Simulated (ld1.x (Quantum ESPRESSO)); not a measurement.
What one change does to a pseudopotential (hafnium, TM)

```json
{"Element": "hafnium (Hf)", "Generator": "ld1.x (Quantum ESPRESSO) 7.5", "Type": "norm-conserving Troullier–Martins (Kleinman–Bylander form)", "Functional": "PBE", "Relativity": "scalar-relativistic", "Frozen core": "[Xe] 4f14", "Valence charge": "4", "Reference configuration": "5d2 6s1 6p0 (charge +1)", "Partial waves": "6s (bound): rc 3.00 bohr; 5d (bound): rc 2.95 bohr; 5f channel at -0.1 Ry: rc 3.10 bohr; 6p (bound, empty): rc 3.15 bohr", "Local potential": "the p channel", "Core correction": "Bessel-smoothed model core, default radius (core density twice the valence density)"}
```

All-electron outer shells of the reference configuration (PBE, scalar-relativistic, ld1.x):

```
shell  level (eV)  outermost node (bohr)  outermost maximum (bohr)
   4f      -23.76                      –                      0.45
   6s      -10.97                   1.36                      2.78
   5d       -9.21                   0.67                      1.67
   6p       -6.36                   1.64                      3.62
```

Change: wave 6p (bound): rc 3.15 bohr becomes 6p (bound): rc 4.56 bohr.

Cutoffs: the cutoffs (Ry, on a coarse ladder) from which the occupation-weighted sum of valence levels, in a spherical-Bessel basis at the reference potential, stays within 10 and 1 mRy of its value at 400 Ry; they do not see the model core or the augmentation charge, which bear on the density cutoff. Errors are all-electron minus pseudo energies relative to the spin-unpolarised reference configuration.

Task: What does the change do?

Result: The potential gets neither clearly harder nor softer (18 Ry and 25 Ry → 18 Ry and 25 Ry); of the 7 tests that both files solve, the error grows in 0 and shrinks in 2 by more than 15 % and 0.3 meV (median size 15.4 → 11.7 meV); neither file shows a bound ghost.

| quantity | base | changed |
| --- | --- | --- |
| cutoff, loose | 18 Ry | 18 Ry |
| cutoff, tight | 25 Ry | 25 Ry |
| bound ghosts | none | none |
| error for 5d2 6s2 6p0, meV [ΔE -7.98 eV] | -3.2 | -0.8 |
| error for 5d2 6s0 6p0, meV [ΔE 14.18 eV] | -30 | -31 |
| error for 5d1 6s0 6p0, meV [ΔE 35.97 eV] | -288 | -293 |
| error for 5d2 6s1 6p1, meV [ΔE -4.15 eV] | -1.5 | -1.3 |
| error for 5d1 6s2 6p0, meV [ΔE -1.48 eV] | -64 | -62 |
| error for 5d2 6s0 6p2, meV [ΔE -0.11 eV] | -15 | -9.3 |
| error for 5d2.5 6s1.5 6p0, meV [ΔE -6.72 eV] | -14 | -12 |
